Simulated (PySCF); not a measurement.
Continuum solvent and chemical shifts

Geometry:
```
atom   x (Å)   y (Å)   z (Å)
  C1   3.296  -1.358   0.461
  C2   2.161  -0.976   0.650
  C3   0.790  -0.525   0.861
  C4  -0.264  -1.430   0.177
 Si5  -1.813  -0.340   0.169
  N6  -2.446  -0.192  -1.446
  C7  -0.937   1.246   0.718
  C8   0.550   0.953   0.440
  C9   0.907   1.210  -1.020
 H10   4.302  -1.697   0.299
 H11   0.604  -0.566   1.951
 H12  -0.361  -2.393   0.698
 H13   0.039  -1.647  -0.860
 H14  -2.823  -0.795   1.187
 H15  -2.745  -1.038  -1.922
 H16  -3.119   0.547  -1.626
 H17  -1.277   2.158   0.202
 H18  -1.109   1.400   1.796
 H19   1.193   1.589   1.072
 H20   0.817   2.282  -1.250
 H21   1.939   0.898  -1.238
 H22   0.227   0.674  -1.702
```

GIAO PBE0/pcSseg-1 in PySCF on one PBE0-D3(BJ)/def2-SVP conformer, non-relativistic, equivalent nuclei averaged. Solvents enter as an IEF-PCM continuum (tetrahydrofuran with ε = 7.4, acetonitrile with ε = 35.7) around the gas-phase geometry. Shifts are referred to TMS computed in the same medium.

Gas phase, δ in ppm: C2 91.3, C1 75.9, C8 40.6, C3 36.8, C7 22.2, C4 18.9, C9 18.0, Si5 6.3, H14 5.18, H11 2.25, H19 2.18, H10 2.03, H20/H21/H22 1.26, H12 1.18. Dipole moment 1.75 D.

**Question.** How does each δ change in the continuum?

**Answer.** 
```csv
atoms,environment,"Δδ, tetrahydrofuran","Δδ, acetonitrile"
C2,alkyne carbon,+2.9,+3.5
C1,terminal alkyne carbon,+0.7,+1.0
C8,sp3 CH in a ring,+0.6,+0.8
C3,propargylic sp3 CH,0.0,0.0
C7,sp3 CH2 bonded to Si,+0.4,+0.4
C4,sp3 CH2 bonded to Si,+0.7,+0.8
C9,methyl carbon,+0.6,+0.8
Si5,"silicon bonded to 2 C, N, H, in a 5-membered ring",-0.1,-0.1
H14,"hydrogen on a silicon bonded to 2 C, N, in a 5-membered ring",-0.12,-0.15
H11,hydrogen on a propargylic sp3 CH,+0.12,+0.15
H19,hydrogen on an sp3 CH in a ring,+0.01,+0.01
H10,hydrogen on a terminal alkyne carbon,+0.33,+0.40
H20/H21/H22,hydrogen on a methyl carbon,-0.06,-0.08
H12,hydrogen on an sp3 CH2 bonded to Si,+0.07,+0.09
```

Changes are relative to the gas phase. The dipole moment becomes 2.17 D in tetrahydrofuran, 2.25 D in acetonitrile.

**Question.** Which nuclei move most (in ppm), and what does the model miss?

**Answer.** C2 (alkyne carbon, +3.5 ppm) in acetonitrile. A continuum only polarises the solute; specific hydrogen bonds, the anisotropy of aromatic solvents and changes of geometry or conformer are outside it.
